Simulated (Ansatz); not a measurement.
Cost and result up the ladder for GeEt3(NMeEt) (C9H23GeN) (34 atoms). Total charge 0; singlet. Geometry: PBE-D4/def2-SVP.

Cartesian coordinates in Å:
```
Ge 0.169 -0.269 -0.496
C -0.362 -2.131 -0.091
C -1.771 -2.241 0.500
H 0.393 -2.579 0.589
H -0.281 -2.702 -1.042
H -2.044 -3.290 0.741
H -1.867 -1.646 1.431
H -2.539 -1.856 -0.203
C -1.140 0.561 -1.728
C -1.380 -0.267 -2.995
H -0.776 1.578 -1.993
H -2.083 0.707 -1.161
H -2.106 0.221 -3.680
H -0.445 -0.422 -3.573
H -1.784 -1.274 -2.759
C 1.986 -0.221 -1.301
C 3.083 -0.751 -0.374
H 2.189 0.833 -1.590
H 1.954 -0.799 -2.251
H 4.088 -0.713 -0.847
H 3.142 -0.162 0.565
H 2.903 -1.808 -0.081
N 0.085 0.680 1.113
C 0.576 0.101 2.345
C 0.072 2.134 1.090
C -1.084 2.755 1.886
H 1.622 0.416 2.601
H -0.060 0.376 3.220
H 0.572 -1.006 2.291
H 1.042 2.547 1.475
H 0.000 2.482 0.037
H -1.045 3.864 1.847
H -2.061 2.422 1.477
H -1.049 2.460 2.955
```

Ansatz on 6 threads of Arm Neoverse V2 on a shared host. Times are rough, and most runs start from the orbitals of an earlier one. r2SCAN0-D4/def2-TZVP serves as the yardstick here, not as an exact answer. Differences are given only for rows in sets of like size (and for xTB, whose basis is part of the method), since another set adds its own error. Binding counts from free atoms at the same level (Ge triplet, C triplet, H doublet, N quartet; other spins of the atoms weren't run), without zero-point energy or a counterpoise term.

The 6-31G sets use Cartesian d functions. B3LYP takes the VWN-RPA correlation. Correlated methods freeze 19 core orbitals; core or outer-core shells of Ge are correlated, in sets that lack core-valence functions. The rows differ in basis, and correlated rows in double-zeta sets carry the largest basis error.

Correlated methods converge slowly with the basis, most of all in double-zeta sets.

| level | functions | wall time |
| --- | --- | --- |
| HF/STO-3G | 91 | 0.7 s |
| HF/6-31G | 165 | 2.4 s |
| B3LYP-D4/6-31G | 165 | 4.3 s |
| PBE-D4/def2-SVP | 287 | 4.5 s |
| PBE0-D4/def2-SVP | 287 | 9.5 s |
| MP2/def2-SVP | 287 | 11 s |
| PBE-D4/def2-TZVP (with forces) | 496 | 12 s |
| r2SCAN-D4/def2-TZVP | 496 | 17 s |
| BHLYP-D4/def2-TZVP | 496 | 23 s |
| PBE0-D4/def2-TZVP | 496 | 23 s |
| r2SCAN0-D4/def2-TZVP | 496 | 30 s |

(1) Estimate what each level gives for the binding energy per atom (eV).

Answers

(1) 
```csv
level,binding energy per atom (eV),difference from r2SCAN0-D4/def2-TZVP (eV)
HF/STO-3G,3.81,–
HF/6-31G,2.87,–
B3LYP-D4/6-31G,3.95,–
PBE-D4/def2-SVP,4.09,–
PBE0-D4/def2-SVP,4.05,–
MP2/def2-SVP,3.85,–
PBE-D4/def2-TZVP (with forces),4.05,0.10
r2SCAN-D4/def2-TZVP,3.99,0.04
BHLYP-D4/def2-TZVP,3.90,-0.05
PBE0-D4/def2-TZVP,4.01,0.05
r2SCAN0-D4/def2-TZVP,3.95,0.00
```
